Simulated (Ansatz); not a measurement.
Total energies of WNF3 from Ansatz at PBE0-D4/def2-TZVP, gas phase (1 Eh = 27.2114 eV = 2625.5 kJ/mol). The reference geometry is relaxed at PBE0-D4/def2-SVP.

```
atom    x (Å)    y (Å)    z (Å)
  W1  -0.0481   0.0386  -0.0229
  N2   1.1586  -0.9308   0.5506
  F3  -1.4725  -1.1305  -0.2704
  F4   0.6586   0.7395  -1.5933
  F5  -0.2966   1.2831   1.3360
```

```tsv
state	geometry	energy (Eh)
charge 0 singlet	reference	-421.34289
charge 1 doublet	reference	-420.91056
charge 1 doublet	relaxed at PBE0-D4/def2-SVP	-420.92035
```

In the def2 sets W takes a core potential; there is no spin–orbit coupling.

Question: Work out the vertical ionisation energy to the doublet.

Answer: E(charge 1 doublet) − E(charge 0 singlet) = -420.91056 − (-421.34289) = 0.43233 Eh = 11.76 eV. For comparison, −ε of the highest occupied level is 9.50 eV at this level, 2.26 eV less.

Question: How much does the charge 1 doublet relax, and what is the adiabatic ionisation energy?

Answer: Relaxation: -420.91056 − (-420.92035) = 0.00979 Eh = 0.27 eV. Adiabatic ionisation energy: 0.42254 Eh = 11.50 eV, without zero-point energy. 

The restricted singlet is unstable towards broken spin symmetry in Hartree–Fock (as tested in another run); at PBE0-D4/def2-TZVP this wasn't settled.
